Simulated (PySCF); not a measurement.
C₁₀H₁₀V, quartet, GFN2-xTB optimised geometry.

```
21

V     -0.05    -0.15     0.00
C      2.13    -0.15     0.00
C      1.68     0.91     0.81
C      0.94     1.80     0.00
C      0.94     1.28    -1.31
C      1.68     0.08    -1.31
H      2.81    -0.94     0.31
H      1.94     1.07     1.85
H      0.54     2.75     0.31
H      0.54     1.78    -2.19
H      1.94    -0.50    -2.19
C     -1.24    -1.94    -0.41
C     -2.01    -0.80    -0.72
C     -2.18    -0.05     0.47
C     -1.52    -0.73     1.51
C     -0.93    -1.90     0.97
H     -1.01    -2.75    -1.08
H     -2.48    -0.59    -1.67
H     -2.81     0.82     0.58
H     -1.55    -0.47     2.56
H     -0.44    -2.68     1.53
```

Density from unrestricted B3LYP/def2-SVP in PySCF 2.14.0 at that geometry.

Minimum of the electron density along straight lines between bonded atoms, close to the bond critical point (lines longer than 1.1 times the sum of covalent radii, or with two minima, are not listed):

```
bond     length / Å  ρ at the minimum / e bohr⁻³  ∇²ρ there / e bohr⁻⁵  position (fraction from the first atom)
-------  ----------  ---------------------------  --------------------  ---------------------------------------
V1–C2         2.183                        0.066                  0.25                                     0.50
V1–C3         2.183                        0.066                  0.25                                     0.50
C2–C3         1.411                        0.297                 -0.70                                     0.50
V1–C4         2.183                        0.066                  0.25                                     0.50
C3–C4         1.411                        0.297                 -0.70                                     0.50
V1–C5         2.183                        0.066                  0.25                                     0.50
C4–C5         1.411                        0.297                 -0.70                                     0.50
V1–C6         2.183                        0.066                  0.25                                     0.50
C2–C6         1.411                        0.297                 -0.70                                     0.50
C5–C6         1.411                        0.297                 -0.70                                     0.50
C2–H7         1.083                        0.279                 -1.04                                     0.63
C3–H8         1.083                        0.279                 -1.04                                     0.63
C4–H9         1.083                        0.279                 -1.04                                     0.63
C5–H10        1.083                        0.279                 -1.04                                     0.63
C6–H11        1.083                        0.279                 -1.04                                     0.63
V1–C12        2.183                        0.066                  0.25                                     0.50
V1–C13        2.183                        0.066                  0.25                                     0.50
C12–C13       1.411                        0.297                 -0.70                                     0.50
V1–C14        2.183                        0.066                  0.25                                     0.50
C13–C14       1.411                        0.297                 -0.70                                     0.50
V1–C15        2.183                        0.066                  0.25                                     0.50
C14–C15       1.411                        0.297                 -0.70                                     0.50
V1–C16        2.183                        0.066                  0.25                                     0.50
C12–C16       1.411                        0.297                 -0.70                                     0.50
C15–C16       1.411                        0.297                 -0.70                                     0.50
C12–H17       1.083                        0.279                 -1.04                                     0.63
C13–H18       1.083                        0.279                 -1.04                                     0.63
C14–H19       1.083                        0.279                 -1.04                                     0.63
C15–H20       1.083                        0.279                 -1.04                                     0.63
C16–H21       1.083                        0.279                 -1.04                                     0.63
```
